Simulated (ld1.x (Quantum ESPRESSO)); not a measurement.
Results of a calculation; reference values are marked as such.
Potentials for P compared

Generated with ld1.x 7.5 (TM, RRKJ, ultrasoft, PAW), atompaw 4.2 or ONCVPSP 4.0.1. The cutoff is in Ry: for ld1.x and atompaw files where the sum of valence levels is converged to 10 mRy in a Bessel basis, for ONCV files where the hardest occupied wave has 1 mHa per electron of residual kinetic energy. The error is the largest all-electron minus pseudo excitation energy over each file’s own four to seven test configurations (ionisations up to +4, promotions, holes and added fractions of an electron), all of which were solved. The labels leave out finer settings (local radius, basis sizes, second energies), which also bear on the numbers. Spin-polarised tests are not counted. The rows are a selection from randomly drawn settings: files with unsolved tests, undetermined cutoffs or missed reference levels are left out.

A true bound ghost makes a file unfit for plane-wave use even where its test errors are small: the radial tests pick states by their node count and pass the ghost by.

| potential | cutoff (Ry) | largest error (meV) | bound ghosts |
| --- | --- | --- | --- |
| PAW, BLYP, scalar-relativistic, rc 1.70/1.65 (sp), local smoothed, core correction yes, reference 3s2 3p2.5 | 12 | -133 | none |
| TM, LDA (PZ), scalar-relativistic, rc 1.70/1.55 (sp), local s, core correction yes, reference 3s1.75 3p3.25 | 18 | +390 | none |
| TM, revPBE, scalar-relativistic, rc 1.55/1.85/1.75 (spd), local s, core correction no, reference 3s2 3p3 | 21 | +55 | none |
| TM, LDA (PZ), non-relativistic, rc 1.25/1.90/1.35 (spd), local smoothed, core correction yes, reference 3s2 3p2.5 | 45 | +211 | none |
| TM semilocal, BLYP, non-relativistic, rc 1.30/1.45/1.40 (spd), local d, core correction no, reference 3s2 3p2 | 40 | +416 | none |
| RRKJ, PBEsol, scalar-relativistic, rc 1.75/1.25/1.80 (spd), local smoothed, core correction yes, reference 3s2 3p2 | 70 | +100 | none |

(1) Fill in the row for P: ultrasoft, PBE, non-relativistic, rc 1.30/1.70/1.55 (spd), local smoothed, core correction yes, reference 3s2 3p3.

(2) Fill in the row for P: TM semilocal, PBEsol, scalar-relativistic, rc 1.45/1.55 (sp), local p, core correction no, reference 3s1.75 3p3.25.

## Answers

(1) cutoff 21 Ry, largest error +11 meV, bound ghosts: s.

(2) cutoff 21 Ry, largest error +67 meV, bound ghosts: none.
